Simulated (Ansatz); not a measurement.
The cluster Pd₂O₂. The state is a triplet with charge 0. Geometry r2SCAN-D4/def2-TZVP.

```xyz
4

Pd   -0.5311    0.6196    0.8786
Pd    0.5311   -0.6196   -0.8787
O    -0.4779   -1.3097    0.6347
O     0.4779    1.3098   -0.6347
```

In the def2 sets Pd takes a core potential; there is no spin–orbit coupling. LC-ωPBE has ω = 0.4 bohr⁻¹. At r2SCAN0-D4/def2-TZVP, CAM-B3LYP-D4/def2-TZVP, LC-ωPBE/def2-TZVP the charge 0 triplet is spin-contaminated (final ⟨S²⟩ up to 2.42, 2.00 for a pure state). Another isomer (singlet) lies 0.05 eV lower at PBE0-D4/def2-TZVP.

(1) Estimate the α-spin orbital energies around the gap (eV) in Ansatz with PBE-D4/def2-TZVP, r2SCAN-D4/def2-TZVP, r2SCAN0-D4/def2-TZVP, CAM-B3LYP-D4/def2-TZVP, LC-ωPBE/def2-TZVP.

Results:

(1) 
```
orbital  PBE-D4/def2-TZVP  r2SCAN-D4/def2-TZVP  r2SCAN0-D4/def2-TZVP  CAM-B3LYP-D4/def2-TZVP  LC-ωPBE/def2-TZVP
 HOMO−9             -9.46                -9.83                -11.10                  -12.29             -13.46
 HOMO−8             -8.29                -8.52                 -9.91                  -11.18             -12.38
 HOMO−7             -7.51                -7.75                 -9.25                  -10.61             -11.80
 HOMO−6             -6.74                -6.93                 -8.76                   -9.81             -11.01
 HOMO−5             -6.66                -6.93                 -8.40                   -9.71             -10.93
 HOMO−4             -6.62                -6.92                 -8.39                   -9.67             -10.85
 HOMO−3             -6.61                -6.89                 -8.12                   -9.42             -10.56
 HOMO−2             -6.06                -6.13                 -7.33                   -8.91             -10.04
 HOMO−1             -5.75                -6.05                 -7.30                   -8.43              -9.47
   HOMO             -5.54                -5.75                 -6.97                   -8.23              -9.32
   LUMO             -4.39                -4.33                 -3.19                   -2.35              -1.05
 LUMO+1             -3.22                -2.92                 -2.03                   -1.44              -0.21
 LUMO+2             -2.19                -1.93                 -1.11                   -0.51               0.59
 LUMO+3             -0.48                -0.10                  0.45                    0.84               1.85
 LUMO+4              0.47                 0.95                  1.41                    1.65               2.49
 LUMO+5              0.50                 1.03                  1.45                    1.65               2.59
 β HOMO             -5.74                -5.73                 -6.84                   -8.08              -9.22
 β LUMO             -4.88                -4.78                 -3.69                   -2.88              -1.55
```
